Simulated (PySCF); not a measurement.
Computed IR spectrum (relative IR intensity) of a molecule C₃H₈O₂Si. Geometry: r2SCAN-D4/def2-SVP. The values are those of a single conformer. These are PySCF 2.14.0 with r2SCAN-D4/def2-SVP values and carry that method's errors. Frequencies are harmonic and unscaled.

ν (cm⁻¹): 47 (w), 131 (vw), 205 (vw), 345 (vs), 575 (vw), 632 (w), 681 (m), 711 (w), 770 (w), 822 (w), 832 (m), 879 (m), 928 (m), 1028 (s), 1040 (s), 1145 (m), 1178 (vw), 1373 (m), 1445 (vw), 2185 (vs), 2973 (m), 2981 (s), 2991 (m), 3082 (w), 3087 (w), 3090 (w), 3812 (m) (against the strongest line: vs over 80 %, s over 45 %, m over 15 %, w over 4 %, vw less)

Question: Which structure fits?
A) O[Si]1(O)CCC1
B) [SiH3]CC1OCO1
C) C1CO[SiH2]CO1
D) OC[SiH]1COC1

Answer: D, OC[SiH]1COC1
